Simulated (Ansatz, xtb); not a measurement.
Two isomers of H5NO2Si

Structure I is `[NH3+][Si@@H-](=O)O`, a singlet and structure II is `NO[SiH2]O`, a singlet. Both are isolated molecules in the gas phase, relaxed with B3LYP/6-31G*; the shapes shown needn't be the lowest conformers.

I (Å):

```yaml
atoms:
  - { symbol: N, position_ang: [-0.8748, 3.1681, 2.5066] }
  - { symbol: O, position_ang: [1.9377, 3.3669, 2.2448] }
  - { symbol: O, position_ang: [0.2855, 2.5014, 0.1263] }
  - { symbol: Si, position_ang: [0.7137, 3.5770, 1.3330] }
  - { symbol: H, position_ang: [-1.3329, 4.0040, 2.8730] }
  - { symbol: H, position_ang: [-1.5658, 2.5919, 2.0233] }
  - { symbol: H, position_ang: [-0.4890, 2.6423, 3.2942] }
  - { symbol: H, position_ang: [0.2189, 4.8988, 0.8642] }
  - { symbol: H, position_ang: [0.9442, 1.7993, 0.0181] }
```

II (Å):

```csv
atom,x (Å),y (Å),z (Å)
N,-0.9780,1.2150,0.1807
O,-1.5057,2.5589,-0.0404
O,0.8291,3.1888,-1.4383
Si,-0.1540,3.5524,-0.1539
H,-1.4423,0.6666,-0.5455
H,-1.4165,0.9317,1.0591
H,0.5981,3.4899,1.1269
H,-0.7100,4.8964,-0.4166
H,1.3119,2.3539,-1.3546
```

Quicker runs give these differences E(II) − E(I): GFN2-xTB +38.0 kcal/mol; HF/STO-3G −43.3 kcal/mol (at GFN2-xTB geometries); r2SCAN-D4/def2-SVP +40.3 kcal/mol (at GFN2-xTB geometries).

Q: Which of the two would you expect CCSD(T)/def2-TZVP electronic energies to favour?

A: Structure I; the calculation gives E(II) − E(I) = +46.0 kcal/mol.

The same difference at several levels:

```csv
level,geometry,E(II) − E(I) (kcal/mol),departure from the last row (kcal/mol),"job, with rough time for the two"
GFN2-xTB,GFN2-xTB,+38.0,−8.0,"optimisation, 0.3 s"
HF/STO-3G,GFN2-xTB,−43.3,−89.4,"single point, 0.2 s"
r2SCAN-D4/def2-SVP,GFN2-xTB,+40.3,−5.7,"single point, 2.5 s"
B3LYP/6-31G*,B3LYP/6-31G*,+39.7,−6.4,"optimisation, 83 s"
HF/def2-TZVP,B3LYP/6-31G*,+42.7,−3.3,part of the CCSD(T) run
MP2/def2-TZVP,B3LYP/6-31G*,+50.9,+4.8,part of the CCSD(T) run
CCSD(T)/def2-TZVP,B3LYP/6-31G*,+46.0,,"single point, 67 s"
```

As drawn, II has 1 N–O, 1 O–Si, 1 Si–H in place of 1 N–Si, 1 O=Si, 1 N–H.

HF/STO-3G puts the two in the other order. The largest departure from CCSD(T)/def2-TZVP is that of HF/STO-3G, 89.4 kcal/mol.

With harmonic frequencies from B3LYP/6-31G* (ideal gas, rigid rotor, one conformer each, 298.15 K, 1 atm): the zero-point term adds −1.7 kcal/mol; ΔH is +44.1 and ΔG +44.9 kcal/mol.

The correlated steps freeze 8 core orbitals. Codes used: Ansatz 0.2.0, xtb 6.7.1; the last row on 2 threads of Arm Neoverse V2 on a shared host.
